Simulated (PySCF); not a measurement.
What moves σ(S)?

GIAO PBE0/pcSseg-1 on GFN2-xTB geometries (PySCF 2.14, gas phase, non-relativistic):

| SMILES | IAO charge (e) of S | σ(S) (ppm) |
| --- | --- | --- |
| C[C@@H]1CCC1=S | -0.074 | -437.0 |
| C[C@@]1(CN)CCC1=S | -0.091 | -401.5 |
| C[C@@]1(OC=O)CCC1=S | -0.021 | -530.2 |
| C[C@@]1(F)CCC1=S | -0.019 | -559.7 |
| C[C@@]1(CCl)CCC1=S | -0.062 | -449.1 |
| C[C@]1(OC(F)F)CCC1=S | -0.031 | -513.0 |
| CC(=O)O[C@@]1(C)CCC1=S | -0.029 | -510.0 |
| CC(=O)[C@@]1(C)CCC1=S | -0.065 | -399.3 |
| C[C@@]1(C(=O)O)CCC1=S | -0.043 | -465.1 |
| C[C@]1(CC#N)CCC1=S | -0.057 | -443.2 |

Problem. Fit σ(S) as a line in the IAO charge of S. How well does it hold?

Solution. σ = -574.7 − 2112.5 x, with x in e; correlation -0.94, rms deviation 18.2 ppm, largest 38.1 ppm at `CC(=O)[C@@]1(C)CCC1=S`. A charge says how many electrons sit at the atom, not how easily they circulate, so such a line holds only within like compounds.

Problem. A further member, `CC1(C)CCC1=S`, has x = -0.078. What does the line predict, and what does the calculation give?

Solution. The line gives -409.9 ppm; the calculation -411.4 ppm, a difference of -1.5 ppm, within the usual scatter of the fit.
